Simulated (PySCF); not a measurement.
**Molecular orbitals of SnO⁺**

r²SCAN at R = 1.976 Å; basis Sn def2-TZVPPD with ECP28, O def2-TZVPPD; scalar-relativistic core potentials; PySCF 2.14. State: ²Π (doublet), unpaired electrons π ↑. Only the outer orbitals are listed, counted within each symmetry, core potentials removing the inner ones.

```
spin  orbital  occ.  ε (eV)  on Sn (%)           main shells (%)
   α       5σ     1  -31.24         17           82 O s, 12 Sn d
   α       6σ     1  -18.56         74           74 Sn s, 22 O p
   α       3π     1  -16.67          4                    95 O p
   α       3π     1  -14.70          8                    91 O p
   α       7σ     1  -14.51         42  58 O p, 22 Sn s, 19 Sn p
   α       4π     0   -9.97         98                   97 Sn p
   α       4π     0   -9.69         95                   94 Sn p
   α       8σ     0   -6.66        105            92 Sn p, 9 O p
   β       5σ     1  -29.00         12                    86 O s
   β       6σ     1  -18.33         79           78 Sn s, 16 O p
   β       7σ     1  -14.04         39  60 O p, 22 Sn p, 16 Sn s
   β       3π     1  -13.98         12           87 O p, 10 Sn p
   β       3π     0  -12.17         31           68 O p, 30 Sn p
   β       4π     0   -9.68         91           90 Sn p, 10 O p
   β       4π     0   -9.22         73           71 Sn p, 27 O p
```

Which are the highest filled and the lowest empty level, where do they sit, and how wide is the gap?

Highest filled β 3π at -13.98 eV (in %: 87 O p, 10 Sn p); lowest empty β 3π at -12.17 eV (in %: 68 O p, 30 Sn p); the gap at r²SCAN is 1.81 eV. Both belong to one degenerate shell, split only by its one-sided filling, so this is no excitation gap.

```json
{
 "bond order (Mayer)": "1.02",
 "⟨S²⟩": "0.759",
 "charge on Sn (Mulliken, basis-dependent)": "1.29",
 "charge on Sn (Löwdin, basis-dependent)": "1.45",
 "dipole moment (positive dipole points towards O; it is taken about the centre of mass and depends on that origin)": "-2.33 D"
}
```

Shares are Mulliken populations and can fall outside 0 to 100 %.

Spin–orbit coupling is left out. The state was picked by a PBE0 search and need not be the measured ground state.
